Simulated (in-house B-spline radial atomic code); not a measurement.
**Ionising K with different functionals**

Computed with a B-spline radial code for spherical atoms: scalar-relativistic (spin-free X2C) Hamiltonian, Fermi nucleus of rms radius 3.4349 fm, spin-polarised at highest spin, spherical fractional occupations for the functionals, the average over the highest-spin determinants for Hartree-Fock. The ionisation energy is the difference of two self-consistent energies, [Ar] 4s1 → [Ne] 3s2 3p6, without Breit or QED terms; ε is the level of the shell that loses the electron (its least bound occupied spin orbital).

```tsv
method	rung	ΔSCF (eV)	-ε(4s) (eV)
Hartree-Fock	Hartree-Fock	4.02	4.03
HF fractional	Hartree-Fock	4.02	4.03
LDA VWN5	LDA	4.55	2.63
LDA PW92	LDA	4.55	2.63
LDA exchange-only	LDA	4.06	2.20
PBE	GGA	4.47	2.54
PBEsol	GGA	4.39	2.54
BLYP	GGA	4.46	2.41
RPBE	GGA	4.44	2.52
PW91	GGA	4.49	2.57
BP86	GGA	4.50	2.66
AM05	GGA	4.38	2.53
OLYP	GGA	4.31	2.33
TPSS	meta-GGA	4.27	2.47
SCAN	meta-GGA	4.29	2.60
r2SCAN	meta-GGA	4.27	2.59
revTPSS	meta-GGA	4.24	2.50
PBE0	global hybrid	4.39	3.00
B3LYP	global hybrid	4.52	2.91
TPSSh	global hybrid	4.26	2.65
BHandHLYP	global hybrid	4.35	3.33
r2SCAN0	global hybrid	4.28	3.02
B97-1	global hybrid	4.22	2.77
HSE06	range-separated hybrid	4.40	2.67
CAM-B3LYP	range-separated hybrid	4.45	3.70
LC-wPBE	range-separated hybrid	4.24	4.33
```

(1) Among the functionals, which spreads more, the ΔSCF values or the orbital energies?

(2) How do they compare with the NIST value?

Answers

(1) The orbital energies: ΔSCF values span about 0.49 eV and the orbital energies 2.13 eV; here energy differences depend much less on the functional than eigenvalues do.

(2) NIST lists 4.341 eV (measured, ground level to ground level). Errors run from -0.32 to +0.21 eV; BHandHLYP is closest (+0.01 eV), but part of that can be cancellation, since the calculations leave out Breit-QED terms. Hartree-Fock also lacks correlation.
